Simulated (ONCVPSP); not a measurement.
## Ranking ONCV potentials for Hg

All share these settings but for the change named:

Hg, optimised norm-conserving Vanderbilt (ONCV), made with ONCVPSP 4.0.1 (PBE, scalar-relativistic). Core [Kr] 4d10 4f14, reference 5s2 5p6 5d10 6s2. Waves: 5s+6s: rc 1.70 bohr, ncon 4, nbas 9, qcut 5.4 1/bohr, 2 projectors; 5p: rc 1.45 bohr, ncon 4, nbas 7, qcut 8.6 1/bohr, 3 projectors, debl 2.6 Ha; 5d: rc 1.45 bohr, ncon 4, nbas 7, qcut 6.9 1/bohr, local. Local part: the d channel. Core correction: polynomial model core, fcfact 0.2.

Cutoff: the first of the cutoffs (Ha) at which the residual kinetic energy of the hardest occupied pseudo-wave falls to 1 and 0.1 mHa per electron; the density cutoff is not measured.

The base gives 28 Ha.

Of 5 variants that were run, those that failed, showed a ghost or another fault, or gave nearly equal values are left out.

A variant can come out equal or close to the base.

Task: Rank these variants from softest to hardest (loose cutoff).
A. all radii but the core radius scaled by about 1.30 (s 2.20, p 1.88, d 1.88 bohr)
B. s: ncon 3, nbas 8
C. p: qcut 9.5

Result: A (20 Ha), B (28 Ha), C (32 Ha).
